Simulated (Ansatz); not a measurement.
Total energies of YBr₃ from Ansatz at PBE0-D4/def2-TZVP, gas phase (1 Eh = 27.2114 eV = 2625.5 kJ/mol). The reference geometry is relaxed at r2SCAN-D4/def2-SVP.

```
           state                       geometry  energy (Eh)
charge 0 singlet                      reference  -7760.16008
charge 1 doublet                      reference  -7759.78380
charge 1 doublet  relaxed at r2SCAN-D4/def2-SVP  -7759.80165
```

In the def2 sets Y takes a core potential; there is no spin–orbit coupling.

(1) Work out the vertical ionisation energy to the doublet.

(2) How much does the charge 1 doublet relax, and what is the adiabatic ionisation energy?

(1) E(charge 1 doublet) − E(charge 0 singlet) = -7759.78380 − (-7760.16008) = 0.37628 Eh = 10.24 eV. For comparison, −ε of the highest occupied level is 8.51 eV at this level, 1.73 eV less.

(2) Relaxation: -7759.78380 − (-7759.80165) = 0.01785 Eh = 0.49 eV. Adiabatic ionisation energy: 0.35843 Eh = 9.75 eV, without zero-point energy.
